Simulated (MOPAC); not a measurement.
MOPAC input (AM1):

```
AM1 1SCF UHF MS=0.5 GEO-OK AUX(PRECISION=9) THREADS=1
C3H3O

C     1.90141300 1   -0.05217600 1   -0.09442400 1
C     0.70093400 1   -0.25253800 1   -0.02282800 1
C    -0.65139300 1   -0.45644500 1    0.05670400 1
O    -1.55756700 1    0.56053700 1    0.05076000 1
H     2.94865400 1    0.11205700 1   -0.15633800 1
H    -1.10509700 1   -1.43199200 1    0.12996600 1
H    -1.08874900 1    1.40259100 1   -0.01642000 1
```

Output:

```
 *******************************************************************************
 **                                                                           **
 **                              MOPAC v23.2.5                                **
 **                                                                           **
 *******************************************************************************
 ** MOPAC's Digital Object Identifier: https://doi.org/10.5281/zenodo.6511958 **
 **                                                                           **
 ** Please cite the open-source release paper for use of this MOPAC version:  **
 ** J. E. Moussa and J. J. P. Stewart (2026)                                  **
 ** MOPAC: An open-source semiempirical molecular orbital program             **
 ** J. Open Source Softw., 11(119), 8025, https://doi.org/10.21105/joss.08025 **
 *******************************************************************************

                              AM1 CALCULATION RESULTS

 *******************************************************************************
 *  AM1        - The AM1 Hamiltonian to be used
 *  GEO-OK     - OVERRIDE INTERATOMIC DISTANCE AND OTHER SAFETY CHECKS
 *  UHF        - UNRESTRICTED HARTREE-FOCK CALCULATION
 *  MS=        - IN MECI, MAGNETIC COMPONENT OF SPIN =  0.5
 *  1SCF       - DO 1 SCF AND THEN STOP
 *  AUX        - OUTPUT AUXILIARY INFORMATION
 *******************************************************************************
AM1 1SCF UHF MS=0.5 GEO-OK AUX(PRECISION=9) THREADS=1
 C3H3O

   ATOM   CHEMICAL          X               Y               Z
  NUMBER   SYMBOL      (ANGSTROMS)     (ANGSTROMS)     (ANGSTROMS)

     1       C          1.90141300  *  -0.05217600  *  -0.09442400  *
     2       C          0.70093400  *  -0.25253800  *  -0.02282800  *
     3       C         -0.65139300  *  -0.45644500  *   0.05670400  *
     4       O         -1.55756700  *   0.56053700  *   0.05076000  *
     5       H          2.94865400  *   0.11205700  *  -0.15633800  *
     6       H         -1.10509700  *  -1.43199200  *   0.12996600  *
     7       H         -1.08874900  *   1.40259100  *  -0.01642000  *

          CARTESIAN COORDINATES

    NO.       ATOM           X           Y           Z

     1         C          1.9014     -0.0522     -0.0944
     2         C          0.7009     -0.2525     -0.0228
     3         C         -0.6514     -0.4564      0.0567
     4         O         -1.5576      0.5605      0.0508
     5         H          2.9487      0.1121     -0.1563
     6         H         -1.1051     -1.4320      0.1300
     7         H         -1.0887      1.4026     -0.0164

  H: (AM1): M.J.S. DEWAR ET AL, J. AM. CHEM. SOC. 107 3902-3909 (1985)
  C: (AM1): M.J.S. DEWAR ET AL, J. AM. CHEM. SOC. 107 3902-3909 (1985)
  O: (AM1): M.J.S. DEWAR ET AL, J. AM. CHEM. SOC. 107 3902-3909 (1985)

           Empirical Formula: C3 H3 O  =     7 atoms

      MOLECULAR POINT GROUP   :   Cs

          UHF CALCULATION, NO. OF ALPHA ELECTRONS =   11
                           NO. OF BETA  ELECTRONS =   10

 -------------------------------------------------------------------------------
 AM1 1SCF UHF MS=0.5 GEO-OK AUX(PRECISION=9) THREADS=1
 C3H3O

     1SCF WAS SPECIFIED, SO BFGS WAS NOT USED
     SCF FIELD WAS ACHIEVED

                              AM1 CALCULATION
                                                       MOPAC v23.2.5 Linux

          FINAL HEAT OF FORMATION =         21.08060 KCAL/MOL =      88.20121 KJ/MOL

          COSMO AREA              =         95.42 SQUARE ANGSTROMS
          COSMO VOLUME            =         76.92 CUBIC ANGSTROMS

          IONIZATION POTENTIAL    =          8.556923 EV
          ALPHA SOMO LUMO (EV)    =         -8.557  1.329
          BETA  SOMO LUMO (EV)    =        -11.314  0.345
          NO. OF ALPHA ELECTRONS  =         11
          NO. OF BETA  ELECTRONS  =         10
          MOLECULAR WEIGHT        =         55.0561         POINT GROUP:  Cs

          MOLECULAR DIMENSIONS (Angstroms)

            Atom       Atom       Distance
            H     5    O     4     4.53322
            H     7    H     6     2.82670
            C     1    C     3     0.00000

          SCF CALCULATIONS        =          1

   ATOM   CHEMICAL          X               Y               Z
  NUMBER   SYMBOL      (ANGSTROMS)     (ANGSTROMS)     (ANGSTROMS)

     1       C          1.90141300  *  -0.05217600  *  -0.09442400  *
     2       C          0.70093400  *  -0.25253800  *  -0.02282800  *
     3       C         -0.65139300  *  -0.45644500  *   0.05670400  *
     4       O         -1.55756700  *   0.56053700  *   0.05076000  *
     5       H          2.94865400  *   0.11205700  *  -0.15633800  *
     6       H         -1.10509700  *  -1.43199200  *   0.12996600  *
     7       H         -1.08874900  *   1.40259100  *  -0.01642000  *

                             CARTESIAN COORDINATES

   1    C        1.901413000    -0.052176000    -0.094424000
   2    C        0.700934000    -0.252538000    -0.022828000
   3    C       -0.651393000    -0.456445000     0.056704000
   4    O       -1.557567000     0.560537000     0.050760000
   5    H        2.948654000     0.112057000    -0.156338000
   6    H       -1.105097000    -1.431992000     0.129966000
   7    H       -1.088749000     1.402591000    -0.016420000

           Empirical Formula: C3 H3 O  =     7 atoms

      MOLECULAR POINT GROUP   :   Cs

          ALPHA EIGENVALUES
 -39.22483 -33.65250 -27.53657 -20.93045 -17.48713 -16.65354 -15.26351 -13.97665
 -12.21693 -11.38246  -8.55692   1.32929   1.90758   2.86670   3.41973   4.58243
   4.88994   6.14852   6.41323

           BETA EIGENVALUES
 -38.78563 -33.49079 -26.54716 -20.72584 -17.28735 -16.53326 -14.22973 -13.89649
 -11.53634 -11.31359   0.34531   1.49761   2.92840   3.31486   3.59787   4.89931
   5.13508   6.36752   6.58097

              NET ATOMIC CHARGES AND DIPOLE CONTRIBUTIONS

  ATOM NO.   TYPE          CHARGE      No. of ELECS.   s-Pop       p-Pop
    1          C          -0.183714        4.1837     1.26158     2.92214
    2          C          -0.181581        4.1816     1.19690     2.98468
    3          C          -0.039623        4.0396     1.21133     2.82829
    4          O          -0.225230        6.2252     1.85828     4.36695
    5          H           0.229101        0.7709     0.77090
    6          H           0.181611        0.8184     0.81839
    7          H           0.219436        0.7806     0.78056
 DIPOLE           X         Y         Z       TOTAL
 POINT-CHG.     0.653     0.099    -0.038     0.662
 HYBRID         0.598     0.403    -0.051     0.723
 SUM            1.251     0.502    -0.090     1.351

          ATOMIC ORBITAL ELECTRON POPULATIONS

     Atom    s        px        py        pz
    1  C   1.26158   0.94650   0.95649   1.01914
    2  C   1.19690   0.92058   1.03676   1.02734
    3  C   1.21133   0.82934   0.91972   1.07924
    4  O   1.85828   1.32117   1.17593   1.86985
    5  H   0.77090
    6  H   0.81839
    7  H   0.78056

                    (SZ)    =    0.500000
                    (S**2)  =    0.849963

          ATOMIC ORBITAL SPIN POPULATIONS

    Atom   Total    s     px     py     pz
         Atomic
    1  C  0.6364  0.038  0.032  0.146  0.421
    2  C -0.4807 -0.038 -0.043 -0.141 -0.259
    3  C  0.8381  0.048  0.041  0.034  0.715
    4  O  0.0903  0.005 -0.025 -0.007  0.118
    5  H -0.0346 -0.035
    6  H -0.0484 -0.048
    7  H -0.0012 -0.001

 **********************
 *                    *
 * JOB ENDED NORMALLY *
 *                    *
 **********************

 == MOPAC DONE ==
```

The geometry given is a B3LYP-D3(BJ)/def2-TZVP minimum.
